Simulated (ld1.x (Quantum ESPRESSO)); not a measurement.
Configuration tests for lithium (TM)

ld1.x (Quantum ESPRESSO) 7.5 input, shortened:

```
&input
   title='Li', zed=3., rel=0, dft='PZ', iswitch=3,
   config='[He] 2s1 2p0 3d-2'
 /
 &inputp
   pseudotype=2, tm=.true., lloc=-1, rcloc=1.85,
   nlcc=.false.
 /
3
1S  1  0   2.00   0.00  0.55  0.55  0.0
2P  2  1   0.00   0.00  4.20  4.20  0.0
3D  3  2  -2.00   0.45  4.00  4.00  0.0
 &test
   configts(1)='1s2 2s1 2p0'
 /
```

Occupied shells without a wave of their own: 2s. They enter only through the test configuration that unscreens the potential.

Energies are relative to the spin-unpolarised reference configuration 1s2 2s1 2p0; without spin polarisation the order of configurations can differ from experiment. Spin-polarised rows fill each open shell by Hund’s rule, majority spin first. Not all tests gave a result: 1 of 6 tests not solved or not reliable.

Problem. Give the all-electron excitation energy and the error of the potential for: 1s2 2s0 2p0; 1s2 2s0.5 2p0; 1s2 2s0 2p1; 1s1 2s1 2p0; 1s2 2s0.5 2p0 (spin-polarised).

Solution.

```tsv
valence configuration	charge	ΔE all-electron (eV)	error AE − PS (meV)
1s2 2s0 2p0	+1	5.239	+200
1s2 2s0.5 2p0	+0.5	2.044	+78
1s2 2s0 2p1	0	1.753	+122
1s1 2s1 2p0	+1	67.372	-244
1s2 2s0.5 2p0 (spin-polarised)	+0.5	1.953	+76
```

Levels in the configuration 1s2 2s0 2p0:

| level | all-electron (eV) | pseudo (eV) |
| --- | --- | --- |
| 1s | -59.583 | -59.268 |

The 2s level has no wave, so the channel is fitted at the deeper level alone: the likely source of the large errors.
